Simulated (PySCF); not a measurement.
C8H9N.
Structure used (PBE0-D3(BJ)/def2-SVP), in Å, numbered top down from 1:
```
atom  x, y, z in Å
N1     2.9163   -0.7709    1.2527
C2     1.7250   -0.8849    0.8133
C3     0.9236    0.0939    0.0858
C4     1.2757    1.3535   -0.3111
C5     0.1675    1.9761   -1.0053
C6    -0.8745    1.1064   -1.0425
C7    -0.4729   -0.1325   -0.3623
C8    -0.9721   -1.4976   -0.8296
C9    -1.4689   -0.9575    0.4495
H10    3.2889    0.1590    1.0262
H11    1.2283   -1.8529    1.0064
H12    2.2433    1.8290   -0.1378
H13    0.1824    2.9822   -1.4260
H14   -1.8549    1.2681   -1.4923
H15   -1.6335   -1.4970   -1.6989
H16   -0.2440   -2.3122   -0.8136
H17   -1.0968   -1.3839    1.3842
H18   -2.4882   -0.5683    0.5017
```

Linear response at CAM-B3LYP/def2-SVPD (PySCF, frozen core in the response, non-relativistic). Isolated species at its PBE0-D3(BJ)/def2-SVP geometry (one conformer only).

Static isotropic polarisability: 100.41 au (14.88 Å³), principal values 66.3, 112.7, 122.2 au.

**Question.** What is the polarisability at 1064 nm and at the sodium D line?

**Answer.** 102.02 au at 1064 nm (+1.6 %), 106.36 au at 589.3 nm (+5.9 %). The rise at 589.3 nm is 3.69 times that at 1064 nm; a pure ω² law gives 3.26. The lowest singlet lies at 295 nm, shorter than both wavelengths.

**Question.** What is the isotropic C6 coefficient between two such molecules, C6 = (3/π)∫α(iω)² dω?

**Answer.** 3730 au (Eh·bohr⁶) by a ten-point quadrature over imaginary frequencies, which is 2230 eV·Å⁶ or 215 J·nm⁶/mol.

**Question.** Which effective excitation energy ω̄ makes London's formula C6 = (3/4)α²ω̄ exact here?

**Answer.** ω̄ = 4·C6/(3α²) = 0.493 Eh = 13.4 eV. A one-pole form α(ω) = α/(1 − ω²/ω̄²) fitted to the 1064 nm value gives 9.3 eV.

**Question.** What three-body coefficient follows from the one-pole estimate C9 = (3/4)·α·C6?

**Answer.** 281000 au. This is an estimate from the two numbers above, not a computed integral.

**Question.** What n − 1 at the D line would an ideal gas of it have at 273.15 K and 1 atm (2.6868 × 10¹⁹ cm⁻³), by n − 1 = 2π·N·α′?

**Answer.** 26.61 × 10⁻⁴, a formal value whether or not that pressure can be reached.

**Question.** How anisotropic is the static polarisability, by Δα² = ½[(α1 − α2)² + (α2 − α3)² + (α3 − α1)²]?

**Answer.** Δα = 51.8 au, or 0.52 of the isotropic value.

**Question.** How many electrons N does the Slater–Kirkwood formula C6 = (3/4)·√N·α^(3/2) need to give this C6?

**Answer.** N = (4·C6/3)²/α³ = 24.4; the species has 64 electrons in all.
